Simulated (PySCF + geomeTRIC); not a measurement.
Species: C5H5NS, SMILES `Sc1ccncc1` (H–S–C–C torsion 0°) (charge 0, multiplicity 1).

Task: Give a relaxed geometry from PySCF + geomeTRIC with PBE-D3(BJ)/def2-SVP.

Result: This is not unique; one that fits is the end point of this relaxation, one of several conformers (outside a Z-matrix the atoms follow the SMILES, hydrogens last).
Z-matrix (Å, degrees):
```
C
C 1 1.4099
H 2 1.1008 1 121.21
C 2 1.4025 3 120.20 1 180.00
N 4 1.3425 2 124.30 3 -180.00
C 5 1.3434 4 116.61 2 -0.01
C 6 1.4016 5 124.32 4 0.01
H 7 1.1006 6 120.40 5 180.00
H 6 1.1051 5 116.42 4 -179.99
H 4 1.1053 5 116.47 6 180.00
S 1 1.7679 2 123.88 3 0.01
H 11 1.3620 1 96.31 2 0.05
```
